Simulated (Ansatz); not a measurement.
Job for Ansatz (a first-principles code): U-CCSD(T)/def2-TZVPP on CdP, 2S+1 = 4, a spin state set in the input, which need not be the lowest, a point of a bond scan (R = 2.657 Å). Elements past Kr take the def2 small-core potentials; no spin–orbit coupling.

Ansatz 0.2 input:
```yaml
crystal:
  periodic: [false, false, false]
  atoms:
    - {symbol: Cd, position_ang: [0.00000000, 0.00000000, 0.00000000]}
    - {symbol: P, position_ang: [0.00000000, 0.00000000, 2.65727000]}
basis:
  gaussian:
    orbitals: def2-TZVPP
magnetization: {spin_polarized: true, initial_magnetization: 3}
correlation: {method: ccsd_t, electrons: valence}
output: {orbitals: {seedname: ./end}}
```

**Question.** What total energy does the run end on?

**Answer.** -508.3965 hartree (reference determinant -507.5871, T1 diagnostic 0.024).

**Question.** How many basis functions does it have, and what does it roughly cost on one machine?

**Answer.** 98 functions; around 50 core-seconds (rough).
